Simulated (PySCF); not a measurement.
H₂Te, charge -1, doublet, at the geometry of the source list (a state made from the parent by changing its charge; the spin is typed, not shown lowest) (core potentials on Te), with bond 3-1 at 2.0 times its length; B3LYP/def2-SVP (PySCF).

PySCF was given this input:
```python
from pyscf import gto, scf, dft

mol = gto.Mole()
mol.atom = '''
    Te   -0.001700    0.789100    0.000000
    H    -1.139100   -0.398000    0.000000
    H     2.283300   -1.571100    0.000000
'''
mol.basis = 'def2-svp'
mol.ecp = {'Te': 'def2-svp'}
mol.charge = -1
mol.spin = 1
mol.verbose = 4
mol.build()

mf = dft.UKS(mol)
mf.xc = 'b3lyp'
mf.DIIS = scf.EDIIS
mf.kernel()
mf.analyze()
```

Output, abridged:

```
PySCF version 2.14.0

[INPUT] verbose = 4
[INPUT] num. atoms = 3
[INPUT] num. electrons = 27
[INPUT] charge = -1
[INPUT] spin (= nelec alpha-beta = 2S) = 1
[INPUT] symmetry False subgroup None
[INPUT] Mole.unit = angstrom
[INPUT] Symbol           X                Y                Z      unit          X                Y                Z       unit  Magmom
[...]
nuclear repulsion = 11.7373066053839
number of shells = 16
number of NR pGTOs = 75
number of NR cGTOs = 36
basis = def2-svp
ecp = {'Te': 'def2-svp'}

******** <class 'pyscf.dft.uks.UKS'> ********
method = UKS
initial guess = minao
damping factor = 0
level_shift factor = 0
DIIS = <class 'pyscf.scf.diis.EDIIS'>
diis_start_cycle = 1
diis_space = 8
diis_damp = 0
SCF conv_tol = 1e-09
SCF conv_tol_grad = None
SCF max_cycles = 50
direct_scf = True
direct_scf_tol = 1e-13
number electrons alpha = 14  beta = 13
XC library pyscf.dft.libxc version 7.1.2
    S. Lehtola, C. Steigemann, M. J. T. Oliveira, and M. A. L. Marques,  SoftwareX 7, 1–5 (2018)
XC functionals = b3lyp
    P. J. Stephens, F. J. Devlin, C. F. Chabalowski, and M. J. Frisch,  J. Phys. Chem. 98, 11623 (1994)
radial grids:
    Treutler-Ahlrichs [JCP 102, 346 (1995); DOI:10.1063/1.469408] (M4) radial grids

becke partition: Becke, JCP 88, 2547 (1988); DOI:10.1063/1.454033
pruning grids: <function nwchem_prune>
grids dens level: 3
symmetrized grids: False
atomic radii adjust function: <function treutler_atomic_radii_adjust>
small_rho_cutoff = 0
Set gradient conv threshold to 3.16228e-05
tot grids = 41576
init E= -241.39842072536

cycle= 1 E= -267.00499048542  delta_E= -25.6  |g|=  1.9  |ddm|= 5.63
cycle= 2 E= -267.050642674676  delta_E= -0.0457  |g|= 2.02  |ddm|= 6.17
cycle= 3 E= -269.234851872239  delta_E= -2.18  |g|= 0.138  |ddm|= 3.83
cycle= 4 E= -269.234851872315  delta_E= -7.57e-11  |g|= 0.138  |ddm|= 8.64e-10
cycle= 5 E= -269.234851877453  delta_E= -5.14e-09  |g|= 0.138  |ddm|= 5.84e-08
cycle= 6 E= -269.234851885337  delta_E= -7.88e-09  |g|= 0.138  |ddm|= 8.97e-08
cycle= 7 E= -269.234851872733  delta_E= 1.26e-08  |g|= 0.138  |ddm|= 1.43e-07
cycle= 8 E= -269.234851872282  delta_E= 4.51e-10  |g|= 0.138  |ddm|= 5.13e-09
cycle= 9 E= -269.23485187172  delta_E= 5.62e-10  |g|= 0.138  |ddm|= 6.39e-09
cycle= 10 E= -269.115098704882  delta_E= 0.12  |g|= 0.46  |ddm|= 0.818
cycle= 11 E= -269.186855686929  delta_E= -0.0718  |g|= 0.243  |ddm|= 1.32
cycle= 12 E= -269.253272063801  delta_E= -0.0664  |g|= 0.0798  |ddm|= 0.579
cycle= 13 E= -269.253272064061  delta_E= -2.6e-10  |g|= 0.0798  |ddm|= 2.25e-08
cycle= 14 E= -269.253272064085  delta_E= -2.35e-11  |g|= 0.0798  |ddm|= 1.98e-09
cycle= 15 E= -269.253272064063  delta_E= 2.19e-11  |g|= 0.0798  |ddm|= 1.86e-09
cycle= 16 E= -269.253272064042  delta_E= 2.09e-11  |g|= 0.0798  |ddm|= 1.84e-09
cycle= 17 E= -269.253272064053  delta_E= -1.13e-11  |g|= 0.0798  |ddm|= 1.06e-09
cycle= 18 E= -269.253272064073  delta_E= -1.92e-11  |g|= 0.0798  |ddm|= 1.59e-09
cycle= 19 E= -269.243069221626  delta_E= 0.0102  |g|= 0.132  |ddm|= 0.324
cycle= 20 E= -269.247480762792  delta_E= -0.00441  |g|= 0.0913  |ddm|= 0.462
cycle= 21 E= -269.258079665793  delta_E= -0.0106  |g|= 0.0262  |ddm|= 0.215
cycle= 22 E= -269.258079665824  delta_E= -3.1e-11  |g|= 0.0262  |ddm|= 1.21e-08
cycle= 23 E= -269.258079665581  delta_E= 2.43e-10  |g|= 0.0262  |ddm|= 9.59e-08
cycle= 24 E= -269.258079665806  delta_E= -2.25e-10  |g|= 0.0262  |ddm|= 8.9e-08
cycle= 25 E= -269.258079665874  delta_E= -6.76e-11  |g|= 0.0262  |ddm|= 2.63e-08
cycle= 26 E= -269.258079665855  delta_E= 1.93e-11  |g|= 0.0262  |ddm|= 7.39e-09
cycle= 27 E= -269.258079665803  delta_E= 5.21e-11  |g|= 0.0262  |ddm|= 2.07e-08
cycle= 28 E= -269.255746360672  delta_E= 0.00233  |g|= 0.053  |ddm|= 0.135
cycle= 29 E= -269.257659104011  delta_E= -0.00191  |g|= 0.0262  |ddm|= 0.168
cycle= 30 E= -269.258359905752  delta_E= -0.000701  |g|= 0.0148  |ddm|= 0.0474
cycle= 31 E= -269.258359905751  delta_E= 1.48e-12  |g|= 0.0148  |ddm|= 1.04e-10
cycle= 32 E= -269.258359905924  delta_E= -1.73e-10  |g|= 0.0148  |ddm|= 1.74e-08
cycle= 33 E= -269.258359905951  delta_E= -2.72e-11  |g|= 0.0148  |ddm|= 2.71e-09
cycle= 34 E= -269.258359906348  delta_E= -3.96e-10  |g|= 0.0148  |ddm|= 3.96e-08
cycle= 35 E= -269.258359904501  delta_E= 1.85e-09  |g|= 0.0148  |ddm|= 1.85e-07
cycle= 36 E= -269.258359905806  delta_E= -1.3e-09  |g|= 0.0148  |ddm|= 1.3e-07
cycle= 37 E= -269.258007501774  delta_E= 0.000352  |g|= 0.0231  |ddm|= 0.0738
cycle= 38 E= -269.258487047733  delta_E= -0.00048  |g|= 0.00616  |ddm|= 0.0605
cycle= 39 E= -269.258487047546  delta_E= 1.87e-10  |g|= 0.00616  |ddm|= 3.49e-08
cycle= 40 E= -269.258487047661  delta_E= -1.15e-10  |g|= 0.00616  |ddm|= 2.14e-08
cycle= 41 E= -269.258487047661  delta_E= 2.27e-13  |g|= 0.00616  |ddm|= 1.28e-09
cycle= 42 E= -269.258487047453  delta_E= 2.08e-10  |g|= 0.00616  |ddm|= 4.02e-08
cycle= 43 E= -269.258487047629  delta_E= -1.76e-10  |g|= 0.00616  |ddm|= 2.85e-08
cycle= 44 E= -269.258487047737  delta_E= -1.08e-10  |g|= 0.00616  |ddm|= 3.11e-08
cycle= 45 E= -269.258468533991  delta_E= 1.85e-05  |g|= 0.00833  |ddm|= 0.0104
cycle= 46 E= -269.258425778514  delta_E= 4.28e-05  |g|= 0.00998  |ddm|= 0.0374
cycle= 47 E= -269.25852837637  delta_E= -0.000103  |g|= 0.00189  |ddm|= 0.0248
cycle= 48 E= -269.258528376246  delta_E= 1.24e-10  |g|= 0.00189  |ddm|= 8.2e-08
cycle= 49 E= -269.258528375696  delta_E= 5.5e-10  |g|= 0.00189  |ddm|= 2.66e-07
cycle= 50 E= -269.258528375791  delta_E= -9.57e-11  |g|= 0.00189  |ddm|= 5.14e-08
SCF not converged.
SCF energy = -269.258528375791 after 50 cycles  <S^2> = 0.75442426  2S+1 = 2.0044194
**** SCF Summaries ****
Total Energy =                        -269.258528375791457
Nuclear Repulsion Energy =              11.737306605383880
One-electron Energy =                 -498.181038152794372
Two-electron Energy =                  217.185203171619037
Two-electron Coulomb Energy =          238.921354119709065
DFT Exchange-Correlation Energy =      -21.736150948090014
**** MO energy ****
                             alpha | beta                alpha | beta
[...]
spin_pop of  0 Te 4s       -0.00000
spin_pop of  0 Te 5s        0.00219
spin_pop of  0 Te 6s        0.00121
spin_pop of  0 Te 7s        0.00012
spin_pop of  0 Te 4px       0.00001
spin_pop of  0 Te 4py       0.00142
spin_pop of  0 Te 4pz       0.00083
spin_pop of  0 Te 5px       0.00030
spin_pop of  0 Te 5py       0.00024
spin_pop of  0 Te 5pz       0.00015
spin_pop of  0 Te 6px       0.00070
spin_pop of  0 Te 6py       0.18629
spin_pop of  0 Te 6pz       0.13425
spin_pop of  0 Te 7px      -0.00097
spin_pop of  0 Te 7py      -0.00047
spin_pop of  0 Te 7pz      -0.00063
spin_pop of  0 Te 4dxy     -0.00038
spin_pop of  0 Te 4dyz     -0.00024
spin_pop of  0 Te 4dz^2    -0.00048
spin_pop of  0 Te 4dxz     -0.00072
spin_pop of  0 Te 4dx2-y2    0.00003
spin_pop of  0 Te 5dxy      0.00038
spin_pop of  0 Te 5dyz      0.00050
spin_pop of  0 Te 5dz^2     0.00048
spin_pop of  0 Te 5dxz      0.00076
spin_pop of  0 Te 5dx2-y2    0.00045
spin_pop of  1 H 1s       -0.00479
spin_pop of  1 H 2s        0.00015
spin_pop of  1 H 2px       0.00124
spin_pop of  1 H 2py       0.00131
spin_pop of  1 H 2pz      -0.00004
spin_pop of  2 H 1s        0.68657
spin_pop of  2 H 2s       -0.01129
spin_pop of  2 H 2px       0.00019
spin_pop of  2 H 2py       0.00022
spin_pop of  2 H 2pz       0.00000
In total            14.00000 | 13.00000

WARN: System has nonzero charge -1; the dipole moment is origin-dependent.
Location of origin: [0. 0. 0.]

Dipole moment(X, Y, Z, Debye): -2.58614, -0.78206,  0.00000
```

Convergence was not reached.
